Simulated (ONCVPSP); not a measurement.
## palladium: ONCV pseudisation with PBE, scalar-relativistic reference atom.

ONCVPSP 4.0.1 input, shortened (lines: element, Z, core and valence counts, functional; n l f; lmax; l rc ep ncon nbas qcut; lloc lpopt rc5 dvloc0; l nproj debl; icmod fcfact rcfact), PBE, scalar-relativistic:

```
  Pd 46.00    6    3        4      upf
    1    0    2.00
    2    0    2.00
    2    1    6.00
    3    0    2.00
    3    1    6.00
    3    2   10.00
    4    0    2.00
    4    1    6.00
    4    2   10.00
    2
    0    1.60    0.00    5    8    8.00
    1    1.35    0.00    3    8   12.50
    2    1.60    0.00    4    9    9.40
    4    3    1.35    6.00
    0    3    2.70
    1    2    1.40
    2    3    2.80
    1    0.40    0.00
```

In the s channel the program set the typed energies aside and used -3.136, 0.250, 2.950 Ha. In the p channel the program set the typed energies aside and used -1.882, 0.250 Ha.

All-electron outer shells of the reference configuration (PBE, scalar-relativistic, ld1.x):

```json
{"shell": "4s", "level (eV)": "-85.33", "outermost node (bohr)": "0.45", "outermost maximum (bohr)": "0.85"}
{"shell": "4p", "level (eV)": "-51.20", "outermost node (bohr)": "0.46", "outermost maximum (bohr)": "0.91"}
{"shell": "4d", "level (eV)": "-4.05", "outermost node (bohr)": "0.45", "outermost maximum (bohr)": "1.10"}
```

**Question.** Does the generator finish with these settings?

**Answer.** Yes, a potential is produced and its reference levels are reproduced.

**Question.** Estimate the cutoffs (Ha) at which the residual kinetic energy of the hardest occupied pseudo-wave falls to 1 and 0.1 mHa per electron.

**Answer.** 46 Ha and 55 Ha.

**Question.** Does the potential have ghost states?

**Answer.** No bound ghost flagged; no localised positive-energy state flagged.

**Question.** Which valence shell sets the plane-wave cutoff?

**Answer.** 4p: 46 Ha for 1 mHa per electron, against 29 Ha for 4d.

Its largest configuration-test error is -3.5 meV (4s2 4p6 4d8). 1 of 4 tests not solved or not reliable.
